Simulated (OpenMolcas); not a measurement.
## How basis sets differ on InNH2F (SMILES [NH2][In][F])

InNH2F: 5 atoms, total charge 0, spin state doublet. As SMILES, `[NH2][In][F]`. Geometry: a GFN2-xTB relaxation, a rough one for these elements and not checked as a minimum. This is one conformer, not always the lowest.

```jsonl
{"atom": "N", "x (Å)": "0.1057", "y (Å)": "1.0317", "z (Å)": "0.0098"}
{"atom": "In", "x (Å)": "0.1576", "y (Å)": "-0.9295", "z (Å)": "1.0850"}
{"atom": "F", "x (Å)": "0.4788", "y (Å)": "-2.3688", "z (Å)": "-0.3681"}
{"atom": "H", "x (Å)": "0.0105", "y (Å)": "0.7354", "z (Å)": "-0.9600"}
{"atom": "H", "x (Å)": "-0.7526", "y (Å)": "1.5312", "z (Å)": "0.2333"}
```

Quantity: the dipole moment, in D. The values are calculated.

```
                         level          kind     program  value (D)  CPU time
            UHF/ANO-R0 (sfX2C)  Hartree–Fock  OpenMolcas       1.49     8.8 s
         UHF/ANO-RCC-MB (DKH2)  Hartree–Fock  OpenMolcas       3.34      16 s
                    UHF/STO-3G  Hartree–Fock  OpenMolcas       2.88       3 s
                     UHF/3-21G  Hartree–Fock  OpenMolcas       3.32     3.6 s
 UHF/def2-SVP (core potential)  Hartree–Fock  OpenMolcas       3.79     3.9 s
UHF/def2-SVPD (core potential)  Hartree–Fock  OpenMolcas       3.93      12 s
```

All-electron rows without a relativistic Hamiltonian named are non-relativistic, while core potentials hold scalar relativity, so basis and relativity change together. The values span 1.49 to 3.93 D. Spin contamination of the reference (⟨S²⟩ at least 0.1 too high) touches UHF/ANO-R0, UHF/ANO-RCC-MB. Sets without polarisation functions give poor dipoles. Times are those of the runs behind each value, whatever else they computed, on shared processors of several kinds: orders of magnitude only.
